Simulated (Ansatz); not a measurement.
Geometry optimisation, Ansatz 0.2.0, RKS PBE0/def2-SVP.

Input:

```yaml
crystal:
  periodic: [false, false, false]
  atoms:
    - { symbol: W, position_ang: [0.0, 0.0, 0.0] }
    - { symbol: F, position_ang: [0.0, 0.0, 1.85] }
    - { symbol: Cl, position_ang: [2.39, 0.0, 0.0] }
    - { symbol: H, position_ang: [0.0, 1.72, 0.0] }
    - { symbol: F, position_ang: [-1.85, 0.0, 0.0] }
    - { symbol: F, position_ang: [0.0, -1.85, 0.0] }
    - { symbol: Cl, position_ang: [0.0, 0.0, -2.39] }
basis:
  gaussian: { orbitals: def2-SVP }
hamiltonian:
  xc: pbe0
relax:
  f_tol: 0.02
  max_steps: 40
output:
  orbitals: {}
```

Launched with:

```bash
$ ansatz run input.yaml --threads 4 --pin off --max-ram 5120MiB --backend cpu --events-out ev --progress --plain --runs-dir out
```

Q: Where does it end, and by what steps?

A: The forces met the threshold. After 9 steps the energy has fallen by 0.697 eV; F6 moved furthest, 0.45 Å.

```csv
step,energy less start (eV),largest force component (eV/Å),accepted
0,0.0000,1.961,yes
1,-0.4416,1.073,yes
2,-0.5317,0.239,yes
3,-0.5917,0.779,yes
4,-0.6486,1.085,yes
5,-0.6848,0.664,yes
6,-0.6958,0.073,yes
7,-0.6964,0.102,yes
8,-0.6967,0.021,yes
9,-0.6968,0.001,yes
```

```xyz
7
Properties=species:S:1:pos:R:3
W 0.095 -0.141 -0.095
F 0.230 0.030 1.753
Cl 2.338 0.183 -0.131
H -0.186 1.505 0.186
F -1.753 0.030 -0.230
F -0.314 -1.920 0.314
Cl 0.131 0.183 -2.338
```

Whether the end is a true minimum wasn't checked by a vibrational analysis.

The run took 19 s on 4 threads of Intel(R) Xeon(R) Platinum 8488C (Sapphire Rapids), with other jobs on the host, peak memory 0.31 GiB.
